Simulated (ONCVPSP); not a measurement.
**An all-electron radial function and its pseudo partner (F)**

Columns: radius, all-electron u(r) and pseudo u(r) of the 2s shell (level -29.65 eV) of fluorine in the configuration [He] 2s2 2p5; LDA (Perdew-Wang 92), scalar-relativistic, ONCV scheme, ONCVPSP 4.0.1.

```
r (bohr)  all-electron  pseudo
   0.088       -0.4515  0.1117
   0.175       -0.2714  0.2319
   0.262        0.0716  0.3730
   0.350        0.4061  0.5317
   0.438        0.6689  0.6891
   0.525        0.8486  0.8321
   0.612        0.9576  0.9458
   0.700        1.0102  1.0084
   0.788        1.0197  1.0197
   0.875        0.9992  0.9992
   0.962        0.9588  0.9587
   1.050        0.9051  0.9051
   1.138        0.8443  0.8443
   1.225        0.7811  0.7810
   1.312        0.7174  0.7174
   1.400        0.6545  0.6545
   1.487        0.5950  0.5949
   1.575        0.5381  0.5381
   1.662        0.4857  0.4857
   1.750        0.4367  0.4367
   1.838        0.3917  0.3917
   1.925        0.3511  0.3511
   2.012        0.3142  0.3141
   2.100        0.2803  0.2803
   2.188        0.2498  0.2498
   2.275        0.2226  0.2226
```

(1) How many radial nodes do the two functions have?

(2) At about which radius was the pseudo-wave matched?

(3) Is the pseudo-wave norm-conserving?

Results:

(1) The all-electron 2s function has n − l − 1 = 1; the pseudo-wave has 0, since the states of the same l below it are removed with the core.

(2) 0.80 bohr, where the columns begin to agree (steps of 0.09 bohr).

(3) Yes: the ONCV scheme keeps the norm inside the radius equal to the all-electron one, which fixes the energy derivative of the logarithmic derivative at the level.
